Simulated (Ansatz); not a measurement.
Reaction (ligand exchange at the Si–N bond): `F[SiH](F)N[SiH3]` + `[OH][In]([F])[SH]` → `[F][In]([SH])[O][SiH3]` + `N[SiH](F)F`

Calculated with Ansatz (gas phase, PBE0-D4/def2-TZVP geometries, no zero-point term in ΔE). CBS: MP2 limit from def2 TZ/QZ plus the TZ coupled-cluster correction, frozen cores. This one scheme is used for every species. DFT in def2-TZVPP. B3LYP here is the variant with VWN-RPA as its local correlation; programs differ in this. def2 core potentials past Kr. For In outer-core shells are correlated without core-valence functions, which leaves a few kJ/mol of doubt a bond. One conformer a species, not always the lowest.

**Question.** Is it downhill or uphill in electronic energy at CCSD(T)/CBS, and by how much? (An estimate is asked.)

**Answer.** The calculation gave: Downhill: ΔE = -46.7 kJ/mol.

**Question.** What do these levels give: r2SCAN-D4, PBE0-D4, ωB97X-V, ωB97M-V, r2SCAN, PBE0, B3LYP, HF/def2-TZVPP, CCSD/def2-TZVPP, HF/def2-QZVPP, MP2/def2-QZVPP, SCS-MP2/def2-QZVPP? (Best estimate.)

**Answer.** Ansatz gave: r2SCAN-D4 -44.3, PBE0-D4 -40.7, ωB97X-V -45.4, ωB97M-V -44.6, r2SCAN -44.6, PBE0 -41.9, B3LYP -47.3, HF/def2-TZVPP -61.5, CCSD/def2-TZVPP -48.9, HF/def2-QZVPP -62.6, MP2/def2-QZVPP -47.4, SCS-MP2/def2-QZVPP -49.7 kJ/mol.

Largest T1 diagnostic among the species: 0.016.

From PBE to PBE0 (25 % exact exchange), in def2-TZVPP and without D4, ΔE moves by −4.7 kJ/mol. In def2-TZVPP, CCSD(T) changes the Hartree–Fock value by +14.6 kJ/mol (the triples alone add +2.0 kJ/mol) and MP2 by +14.3 kJ/mol.
